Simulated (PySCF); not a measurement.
Mayer bond orders and bond lengths

GeF2Cl2.
Z-matrix (Å and degrees, PBE0-D3(BJ)/def2-SVP geometry), rows numbered from 1:
```
Ge
F   1  1.7108
F   1  1.7107  2  105.59
Cl  1  2.1063  2  109.85  3  -118.10
Cl  1  2.1059  2  109.89  3   118.05
```

Bond orders from the PBE0/pcSseg-1 (pcSseg-2 on Ge) density (PySCF). Geometry: PBE0-D3(BJ)/def2-SVP; no solvent, vibrations or thermal averaging. The calculation is non-relativistic, for germanium too.

(1) Set the Mayer orders of the bonds beside their lengths.

(2) Sum the orders of all bonds at each heavy atom with more than one neighbour.

Answers

(1) 
| bond | length (Å) | Mayer order |
| --- | --- | --- |
| Ge1–F2 | 1.711 | 1.027 |
| Ge1–F3 | 1.711 | 1.027 |
| Ge1–Cl4 | 2.106 | 1.185 |
| Ge1–Cl5 | 2.106 | 1.185 |

(2) Ge1 4.424. Orders between atoms that aren't bonded are not in these sums.

The Mayer order sums products of elements of PS (density times overlap matrix) between the two atoms' basis functions, so it depends on the basis set.

These values come from a run that also computed NMR shieldings. The run took 10 s of wall time on x86-64 server, one thread, on a shared host.
